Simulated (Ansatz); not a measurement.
Isomers of B₂FH₅Si, relaxed with PBE0-D4/def2-TZVP in Ansatz; electronic energies, one conformer each and not always the lowest. Functionals use def2-TZVPP; CBS adds triple-zeta CCSD(T) − MP2 to the MP2 limit of def2-TZVPP and def2-QZVPP.

**Question.** Order them by energy at frozen-core CCSD(T)/CBS, lowest first. (Estimate.)
A. `BB[SiH2]F`
B. `B[SiH](B)F`
C. `FBB[SiH3]`

**Answer.** A (0.0 kcal/mol), C (2.1 kcal/mol), B (8.2 kcal/mol).

**Question.** How do HF/CBS(def2), PBE0-D4, B3LYP-D4, PBE-D4 place them (kcal/mol, against `BB[SiH2]F`)? (An estimate is asked.)

**Answer.** The calculation gave: 
| isomer | HF/CBS(def2) | PBE0-D4 | B3LYP-D4 | PBE-D4 |
| --- | --- | --- | --- | --- |
| `B[SiH](B)F` | 7.7 | 9.6 | 9.7 | 10.2 |
| `FBB[SiH3]` | 2.5 | 1.0 | 2.0 | 0.9 |

B3LYP here is the variant with VWN-RPA as its local correlation; programs differ in this.
